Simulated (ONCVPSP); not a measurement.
# Potentials for manganese (Mn) compared

Generated with ld1.x 7.5 (TM, RRKJ, ultrasoft, PAW), atompaw 4.2 or ONCVPSP 4.0.1. The cutoff is in Ry: for ld1.x and atompaw files where the sum of valence levels is converged to 10 mRy in a Bessel basis, for ONCV files where the hardest occupied wave has 1 mHa per electron of residual kinetic energy. The error is the largest all-electron minus pseudo excitation energy over each file’s own four to seven test configurations (ionisations up to +4, promotions, holes and added fractions of an electron), all of which were solved. The labels leave out finer settings (local radius, basis sizes, second energies), which also bear on the numbers. Spin-polarised tests are not counted. The rows are a selection from randomly drawn settings: files with unsolved tests, undetermined cutoffs or missed reference levels are left out.

A true bound ghost makes a file unfit for plane-wave use even where its test errors are small: the radial tests pick states by their node count and pass the ghost by.

| potential | cutoff (Ry) | largest error (meV) | bound ghosts |
| --- | --- | --- | --- |
| ONCV, LDA (Perdew-Wang 92), scalar-relativistic, rc 1.50/1.45/2.00 (spd), local smoothed, core correction yes, reference 3s2 3p6 3d5 4s2, qcut 8.1/9.4/6.2, projectors 3/2/2 | 60 | +202 | none |
| ONCV, PBE, scalar-relativistic, rc 1.50/1.35/1.45 (spd), local smoothed, core correction yes, reference 3s2 3p6 3d6 4s1, qcut 9.1/10.4/9.1, projectors 2/1/3 | 75 | +31 | none |
| ONCV, PBEsol, scalar-relativistic, rc 1.30/1.75/0.95 (spd), local smoothed, core correction yes, reference 3s2 3p6 3d5 4s1 4p1, qcut 8/7.9/10, projectors 3/2/2 | 610 | +9.8 | s |
| ONCV, LDA (Perdew-Wang 92), scalar-relativistic, rc 1.15/1.00/1.75/1.50 (spdf), local smoothed, core correction yes, reference 3s2 3p6 3d5 4s2, qcut 11.1/7.2/9.4/8.1, projectors 3/2/2/2 | 86 | +76 | none |
| ONCV, PBEsol, scalar-relativistic, rc 1.20/1.55/1.75 (spd), local smoothed, core correction no, reference 3s2 3p6 3d5 4s1 4p1, qcut 8.2/9.8/9.3, projectors 2/2/2 | 66 | +3.3 | none |
| ONCV, LDA (Perdew-Wang 92), fully relativistic, rc 1.25/0.85/1.25 (spd), local smoothed, core correction no, reference 3s2 3p6 3d5 4s2, qcut 10.9/9.5/13.4, projectors 3/1/3 | 125 | +14 | none |
| ONCV, LDA (Perdew-Zunger), scalar-relativistic, rc 1.25/1.40/1.80 (spd), local smoothed, core correction yes, reference 3s2 3p6 3d5 4s2, qcut 10.2/8.4/8.1, projectors 2/2/1 | 69 | +91 | none |

Problem. Fill in the row for Mn: ONCV, LDA (Perdew-Zunger), scalar-relativistic, rc 1.25/0.95/1.60 (spd), local smoothed, core correction yes, reference 3s2 3p6 3d5 4s1.5, qcut 8.3/8.8/10, projectors 3/2/2.

Solution. cutoff 82 Ry, largest error +1.0 meV, bound ghosts: none.
